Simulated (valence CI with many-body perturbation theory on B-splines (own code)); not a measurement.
Values are calculated unless marked as measured or tabulated.
## A CI+MBPT run for Pr17+

Method: valence CI with perturbative core correlation (CI+MBPT): six valence electrons over a frozen Dirac-Fock core [Kr], a basis of 7 s, 7 p, 8 d, 6 f, 4 g, 1 h functions for each j, with the one-electron correlation potential Σ1 (screened to all orders), the two-electron term Σ2, the three-electron term Σ3, Breit, model QED; selected single and double excitations, second order for the rest, scaled by the run's own slope (own B-spline code, finite nucleus).

Command, and the settings that its task file holds:

```sh
python run_cv.py task.json out
```

```
atom Pr  Z=59  mass_number=141  rms_radius_fm=4.8919
core [Kr]
valence 4d6
avg = 1
basis = M
breit = 1
cap = 60000
capref = 1200
cscale = 1
de = 0.0
dress = 0
eps = 2e-08
extrap = 1
h = 0.27
hh = 1
l2 = 3
lcore = 6
maxit = 60
n2 = 5
natural = 1
nlev = 35
nno = [4, 4, 5, 4, 3, 1]
nroot = 26
nsp = [3, 3, 3, 2, 1, 0]
pt2 = 1
qed = 1
rpa = 1
s1 = 1
s2 = 1
s3 = 1
screen = 1
tol = 2e-05
whole = 1
```

It took 32 min on 1 thread of Intel(R) Xeon(R) Processor @ 2.30GHz, with other jobs on the host.

Log. The first blocks belong to the next ion, which gives the ionisation energy. Fields: 2J, parity (1 odd), roots, reference size, generating configurations, candidates as configurations/state functions, variational space P, stored matrix elements, Davidson steps; e2 is the range of second-order energies in hartree. The first line gives the box (bohr), its intervals, the orbitals and the steps of their self-consistent field. Window is the range of levels sought, series limit the energy at which the first omitted orbital would enter, core excitation an estimate of the first excitation out of the core, left out the lowest levels not solved, and shifts from estimates the range by which levels moved from their first estimate, all in cm⁻¹.

```
rmax 8.3 intervals 61 orbitals 59 references ['4d6', '4d5 4f', '4d5 5s', '4d5 5p'] scf 6 t 2.2
2J=5 par=0 roots 2 ref 10 generators 5 cand 395/5865 P 400/5875 nnz 7.9e+06 it 6
2J=5 par=0 roots 2 ref 10 generators 17 cand 1685/23923 P 2085/29798 nnz 1.5e+08 it 8
   second order: generators 29 cand 24199/817211 e2 -0.00079 -0.00049
reference levels 524, estimated 34, window 221327 1/cm; series limit 2734391, core excitation 775785
2J=8 par=0 roots 7 ref 19 generators 14 cand 425/9321 P 587/11775 nnz 2.9e+07 it 8
2J=8 par=0 roots 7 ref 19 generators 16 cand 1075/20792 P 1662/32567 nnz 1.9e+08 it 8
   second order: generators 39 cand 51529/5166008 e2 -0.00420 -0.00292
2J=4 par=0 roots 8 ref 25 generators 14 cand 515/9678 P 682/11838 nnz 2.6e+07 it 8
2J=4 par=0 roots 8 ref 25 generators 17 cand 1338/23006 P 2020/34844 nnz 2e+08 it 8
   second order: generators 44 cand 56621/4352489 e2 -0.00339 -0.00224
2J=6 par=0 roots 6 ref 23 generators 10 cand 416/9219 P 572/11729 nnz 2.9e+07 it 5
2J=6 par=0 roots 6 ref 23 generators 12 cand 1117/21318 P 1689/33047 nnz 2e+08 it 7
   second order: generators 39 cand 53081/4886650 e2 -0.00389 -0.00270
2J=0 par=0 roots 5 ref 9 generators 13 cand 1952/9494 P 2444/11985 nnz 2.2e+07 it 6
2J=0 par=0 roots 5 ref 9 generators 17 cand 2114/27564 P 4558/39549 nnz 1.1e+08 it 8
   second order: generators 47 cand 53698/987571 e2 -0.00057 -0.00022
2J=2 par=0 roots 4 ref 15 generators 10 cand 757/9563 P 974/12036 nnz 2.7e+07 it 10
2J=2 par=0 roots 4 ref 15 generators 12 cand 1788/23144 P 2762/35180 nnz 1.9e+08 it 9
   second order: generators 29 cand 45801/2414816 e2 -0.00116 -0.00081
2J=10 par=0 roots 2 ref 10 generators 7 cand 475/9453 P 641/11883 nnz 2.9e+07 it 5
2J=10 par=0 roots 2 ref 10 generators 9 cand 1158/21011 P 1799/32894 nnz 2e+08 it 8
   second order: generators 26 cand 46412/4530508 e2 -0.00270 -0.00270
2J=12 par=0 roots 2 ref 6 generators 7 cand 629/9870 P 806/12004 nnz 3e+07 it 5
2J=12 par=0 roots 2 ref 6 generators 9 cand 1290/20647 P 2096/32651 nnz 2e+08 it 7
   second order: generators 26 cand 46422/4047189 e2 -0.00191 -0.00179
left out: unestimated 891039, estimated none, shifts from estimates -490 to 86
operators 3.8
```

The Davidson iterations converged.

No measured spectrum was set against this ion. As an estimate, terms of the open shell hold to 2 to 4 % of their energy, and close levels can change places. Core correlation moves these levels by up to 10000 cm⁻¹, and in measured spectra 5 to 20 % of such shifts remained as error; rates that hang on mixing are uncertain with them. Among the levels kept, up to 1100 cm⁻¹ of a level comes from second order outside the variational space, and about a tenth of that is noise between levels of different J, which matters for small intervals. Only levels of the ground parity were solved; by the run's estimate the other parity begins above the list, which can be wrong where configurations are misplaced.

```yaml
Valence_energy: -126.2909 hartree
Ionisation_energy: "479.5 eV (NIST: 478 ± 3 eV (theoretical))"
Reference_configurations_for_the_orbitals: 4d6, 4d5 4f, 4d5 5s, 4d5 5p
Radial_orbitals: 59
Box_radius: 8.296 bohr
Largest_variational_space: 39549
Lowest_levels: (4d3/2^4 4d5/2^2) J=4 0.0000, (4d3/2^4 4d5/2^2) J=2 1.732, (4d3/2^3 4d5/2^3) J=3 [a] 2.683, (4d3/2^4 4d5/2^2) J=0 3.539, (4d3/2^3 4d5/2^3) J=1 [a] 3.672, (4d3/2^3 4d5/2^3) J=4 4.712, (4d3/2^3 4d5/2^3) J=5 6.081, (4d3/2^3 4d5/2^3) J=6 6.164, (4d3/2^2 4d5/2^4) J=2 [a] 6.980, (4d3/2^3 4d5/2^3) J=3 [b] 7.335, (4d3/2^3 4d5/2^3) J=2 [a] 7.636, (4d3/2^2 4d5/2^4) J=4 [a] 9.237, (4d3/2^3 4d5/2^3) J=1 [b] 9.416, (4d3/2^2 4d5/2^4) J=0 [a] 9.437 eV
```

Levels are named by their leading jj configuration (3d3/2^4 stands for four electrons in 3d with j = 3/2), which in mixed levels can hold well under half, so a name can repeat and another be missing. Letters in brackets count levels of one name in rising energy.
